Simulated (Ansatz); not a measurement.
One change: `C[NH][InH][Cl]` becomes `CNBCl`.

Ansatz, PBE0-D4/def2-TZVP geometries, multiplicity 1. Each molecule was computed in one conformer, which needn't be the lowest.

Elements past krypton have def2 core potentials.

| property | `C[NH][InH][Cl]` |
| --- | --- |
| HOMO energy (ωB97M-V/def2-TZVPP) / eV | -9.04 |
| LUMO energy (B3LYP/def2-TZVPP) / eV | -1.39 |
| ideal-gas entropy at 298 K and 1 bar (rigid rotor, harmonic PBE0-D4/def2-TZVP) / J/(mol·K) | 357 |
| HOMO–LUMO gap (B3LYP/def2-TZVPP) / eV | 5.15 |
| size of the dipole moment (ωB97M-V/def2-TZVPP) / D | 3.14 |
| HOMO–LUMO gap (PBE/def2-TZVPP) / eV | 3.68 |

(1) Give the same properties after the change, and the shifts. (An estimate is asked.)

Answers

(1) Ansatz gave: 
```
                                                                                  property  `CNBCl`  shift
                                                     HOMO energy (ωB97M-V/def2-TZVPP) / eV   -10.08  -1.04
                                                       LUMO energy (B3LYP/def2-TZVPP) / eV     0.02   1.41
ideal-gas entropy at 298 K and 1 bar (rigid rotor, harmonic PBE0-D4/def2-TZVP) / J/(mol·K)      302    -55
                                                     HOMO–LUMO gap (B3LYP/def2-TZVPP) / eV     7.59   2.44
                                        size of the dipole moment (ωB97M-V/def2-TZVPP) / D     2.84  -0.30
                                                       HOMO–LUMO gap (PBE/def2-TZVPP) / eV     5.78   2.10
```

With PBE0 the HOMO falls by 1.08 eV and the LUMO rises by 1.36 eV, so the gap widens by about 2.44 eV. PBE moves the HOMO by -1.02 eV and ωB97M-V by -1.04 eV. Dipoles are sizes alone; their direction can turn.

Positive LUMOs are unbound, so they and the gaps depend on the basis.

B3LYP here is the variant with VWN-RPA as its local correlation; programs differ in this.
